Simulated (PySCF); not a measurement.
# Computed records: AlBFH₂

Calculation on a computer-drawn molecule: vertical ionisation energy to the stated ion spin, frozen-core CCSD(T) at the basis limit and cheaper methods, single-reference cases, UHF for radicals, no spin-orbit; all values are single points at the evaluated structure, the first of each entry, which is the reference or a displaced copy of it and isn't optimised; the reference structure only sets the zero of the energies above reference; triples share is (T) over the correlation energy. Program: PySCF 2.14.0.

Common to all runs: charge 1; multiplicity 1; ion multiplicity 2; diffuse functions no; basis cc-pV(n+d)Z; reference is the Hartree-Fock double-zeta minimum; best is HF at quadruple zeta + MP2 correlation extrapolated from triple and quadruple zeta + CCSD(T) minus MP2 at triple zeta; basis step is the size of the change from the same recipe one zeta lower.

```yaml
- entry: 1
  formula: AlBFH2
  evaluated_structure:
    atoms_angstrom:
      - [B, 1.0801, -2.8664, -0.3345]
      - [Al, -0.134, -1.4328, -1.4675]
      - [F, -1.0254, -0.3798, -2.3002]
      - [H, 0.8298, -2.9507, 0.8211]
      - [H, 1.8985, -3.4527, -0.9605]
  reference_structure:
    atoms_angstrom:
      - [B, 1.0801, -2.8664, -0.3345]
      - [Al, -0.134, -1.4328, -1.4675]
      - [F, -1.0254, -0.3798, -2.3002]
      - [H, 0.8298, -2.9507, 0.8211]
      - [H, 1.8985, -3.4527, -0.9605]
  given:
    drawn_bonds_atom: [1, 2, 1, 1]
    drawn_bonds_other_atom: [2, 3, 4, 5]
    drawn_bonds_order: [1, 1, 1, 1]
  results:
    "ionisation_energy_best [eV]": 17.87
    "ionisation_energy_basis_step [eV]": 0.01836
    "energy_above_reference_best [kcal/mol]": 0.0
    "energy_above_reference_basis_step [kcal/mol]": 0.0
    triple_zeta_method: [HF, PBE, r2SCAN, B3LYP, wB97X, MP2, CCSD, "CCSD(T)"]
    "triple_zeta_ionisation_energy [eV]": [16.93, 17.59, 17.56, 17.81, 17.76, 17.65, 17.76, 17.77]
    "triple_zeta_energy_above_reference [kcal/mol]": [0.0, 0.0, 0.0, 0.0, 0.0, 0.0, 0.0, 0.0]
    "ionisation_energy_Koopmans_at_triple_zeta [eV]": 17.83
    "ionisation_energy_EOM_CCSD_at_triple_zeta [eV]": 17.87
    "total_energy_HF_triple_zeta [hartree]": -367.0241
    "total_energy_CCSD(T)_triple_zeta [hartree]": -367.4533
    "total_energy_best [hartree]": -367.5232
    T1_diagnostic_at_triple_zeta: 0.01374
    D1_diagnostic_at_triple_zeta: 0.02951
    ion_T1_diagnostic_at_triple_zeta: 0.01994
    ion_D1_diagnostic_at_triple_zeta: 0.06239
    ion_spin_squared_at_triple_zeta: 0.7603
    triples_share_at_triple_zeta: 0.02859
    basis_functions_triple_zeta: 127
- entry: 2
  formula: AlBFH2
  evaluated_structure:
    atoms_angstrom:
      - [B, 1.0639, -2.8386, -0.2315]
      - [Al, -0.14, -1.4329, -1.461]
      - [F, -1.0245, -0.3044, -2.2591]
      - [H, 0.7831, -3.0053, 0.9252]
      - [H, 1.8603, -3.4507, -1.012]
  reference_structure:
    atoms_angstrom:
      - [B, 1.0801, -2.8664, -0.3345]
      - [Al, -0.134, -1.4328, -1.4675]
      - [F, -1.0254, -0.3798, -2.3002]
      - [H, 0.8298, -2.9507, 0.8211]
      - [H, 1.8985, -3.4527, -0.9605]
  given:
    drawn_bonds_atom: [1, 2, 1, 1]
    drawn_bonds_other_atom: [2, 3, 4, 5]
    drawn_bonds_order: [1, 1, 1, 1]
  results:
    "ionisation_energy_best [eV]": 17.62
    "ionisation_energy_basis_step [eV]": 0.02148
    "energy_above_reference_best [kcal/mol]": 3.827
    "energy_above_reference_basis_step [kcal/mol]": 0.05148
    triple_zeta_method: [HF, PBE, r2SCAN, B3LYP, wB97X, MP2, CCSD, "CCSD(T)"]
    "triple_zeta_ionisation_energy [eV]": [16.68, 17.35, 17.32, 17.56, 17.51, 17.41, 17.51, 17.52]
    "triple_zeta_energy_above_reference [kcal/mol]": [4.945, 2.655, 3.664, 3.756, 3.878, 4.017, 3.982, 3.755]
    "ionisation_energy_Koopmans_at_triple_zeta [eV]": 17.57
    "ionisation_energy_EOM_CCSD_at_triple_zeta [eV]": 17.63
    "total_energy_HF_triple_zeta [hartree]": -367.0162
    "total_energy_CCSD(T)_triple_zeta [hartree]": -367.4473
    "total_energy_best [hartree]": -367.5171
    T1_diagnostic_at_triple_zeta: 0.0143
    D1_diagnostic_at_triple_zeta: 0.03061
    ion_T1_diagnostic_at_triple_zeta: 0.02051
    ion_D1_diagnostic_at_triple_zeta: 0.05971
    ion_spin_squared_at_triple_zeta: 0.7651
    triples_share_at_triple_zeta: 0.0293
    basis_functions_triple_zeta: 127
- entry: 3
  formula: AlBFH2
  evaluated_structure:
    atoms_angstrom:
      - [B, 1.0897, -2.7874, -0.3492]
      - [Al, -0.1073, -1.4762, -1.4155]
      - [F, -1.0438, -0.3696, -2.3009]
      - [H, 0.7718, -2.909, 0.851]
      - [H, 1.9074, -3.4782, -0.957]
  reference_structure:
    atoms_angstrom:
      - [B, 1.0801, -2.8664, -0.3345]
      - [Al, -0.134, -1.4328, -1.4675]
      - [F, -1.0254, -0.3798, -2.3002]
      - [H, 0.8298, -2.9507, 0.8211]
      - [H, 1.8985, -3.4527, -0.9605]
  given:
    drawn_bonds_atom: [1, 2, 1, 1]
    drawn_bonds_other_atom: [2, 3, 4, 5]
    drawn_bonds_order: [1, 1, 1, 1]
  results:
    "ionisation_energy_best [eV]": 18.13
    "ionisation_energy_basis_step [eV]": 0.03184
    "energy_above_reference_best [kcal/mol]": 6.063
    "energy_above_reference_basis_step [kcal/mol]": 0.1381
    triple_zeta_method: [HF, PBE, r2SCAN, B3LYP, wB97X, MP2, CCSD, "CCSD(T)"]
    "triple_zeta_ionisation_energy [eV]": [17.25, 17.76, 17.77, 18.01, 18.0, 17.94, 18.03, 18.02]
    "triple_zeta_energy_above_reference [kcal/mol]": [9.036, 4.403, 5.729, 5.985, 5.904, 6.12, 6.531, 6.128]
    "ionisation_energy_Koopmans_at_triple_zeta [eV]": 18.21
    "ionisation_energy_EOM_CCSD_at_triple_zeta [eV]": 18.14
    "total_energy_HF_triple_zeta [hartree]": -367.0097
    "total_energy_CCSD(T)_triple_zeta [hartree]": -367.4435
    "total_energy_best [hartree]": -367.5135
    T1_diagnostic_at_triple_zeta: 0.01496
    D1_diagnostic_at_triple_zeta: 0.03232
    ion_T1_diagnostic_at_triple_zeta: 0.02296
    ion_D1_diagnostic_at_triple_zeta: 0.07198
    ion_spin_squared_at_triple_zeta: 0.7663
    triples_share_at_triple_zeta: 0.02977
    basis_functions_triple_zeta: 127
```
